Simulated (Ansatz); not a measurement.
A CCSD(T) single point on `[BH2][SnH2][SiH2][SiH3]`.

```yaml
crystal:
  periodic: [false, false, false]
  atoms:
    - {symbol: B, position_ang: [-0.575170, 2.459632, -0.239581]}
    - {symbol: Sn, position_ang: [1.203646, 1.175040, -0.660138]}
    - {symbol: Si, position_ang: [0.877815, -1.001078, 0.682350]}
    - {symbol: Si, position_ang: [-1.218563, -1.909788, 0.200132]}
    - {symbol: H, position_ang: [-1.571095, 2.342667, -0.887812]}
    - {symbol: H, position_ang: [-0.575153, 3.225543, 0.676272]}
    - {symbol: H, position_ang: [2.690704, 1.878757, -0.192165]}
    - {symbol: H, position_ang: [1.336580, 0.735761, -2.308389]}
    - {symbol: H, position_ang: [1.957684, -1.971543, 0.350248]}
    - {symbol: H, position_ang: [0.961705, -0.693754, 2.137908]}
    - {symbol: H, position_ang: [-1.478979, -3.164035, 0.956905]}
    - {symbol: H, position_ang: [-1.321912, -2.198855, -1.255545]}
    - {symbol: H, position_ang: [-2.266761, -0.913146, 0.554614]}
basis:
  gaussian: {orbitals: def2-SVP}
correlation: {method: ccsd_t}
```

```sh
$ ansatz run in.yaml --threads 4 --pin off --events-out ev --progress --plain
```

Output of Ansatz, abridged:

```
Functional definition: HF
1286 factors; integrals over basis functions are off by at most 1.2e-3 eV
mean field evaluation 1: about -22335.3401 eV, gradient 1.7e1 eV
mean field evaluation 2: about -22335.3800 eV, gradient 1.7e1 eV
mean field evaluation 4: about -22337.1523 eV, gradient 1.4e0 eV
mean field evaluation 8: about -22337.1612 eV, gradient 1.2e-3 eV
mean field -22337.16115715 eV, -820.8755318538 hartree, gradient 5.9e-6 eV, S^2 0.000000; 0 other end points of the search recorded, 0 dependent functions left out
15 core orbitals not correlated: weight in the atoms' cores, before any rotation towards them, 1.000 or more for the frozen orbitals, at most 0.000 for the correlated occupied ones
reference -22337.16115715 eV, -820.8755318538 hartree; 17, 17 occupied and 89, 89 virtual orbitals, 1286 factors
second order -10.96460534 eV of doubles, -0.00000000 eV of singles
cycle   1  -12.55620385 eV  change    -1.6e0 eV  update   1.0e-1
cycle   2  -13.13707721 eV  change   -5.8e-1 eV  update   3.3e-2
cycle   3  -13.17964217 eV  change   -4.3e-2 eV  update   1.1e-2
cycle   4  -13.17536176 eV  change    4.3e-3 eV  update   4.1e-3
cycle   5  -13.17361838 eV  change    1.7e-3 eV  update   1.9e-3
cycle   6  -13.17340515 eV  change    2.1e-4 eV  update   8.1e-4
cycle   7  -13.17348616 eV  change   -8.1e-5 eV  update   3.1e-4
cycle   8  -13.17356820 eV  change   -8.2e-5 eV  update   1.3e-4
cycle   9  -13.17359605 eV  change   -2.8e-5 eV  update   3.9e-5
perturbative correction -0.36694465 eV, -0.0134849671 hartree
Total energy: -22350.70169785 eV, -821.3731375462 hartree
```

Run time 8 s (4 threads of a server CPU on a shared host); peak host memory 0.68 GiB.

Correlation energy per correlated electron: -0.398 eV. T1 diagnostic: 0.0114.
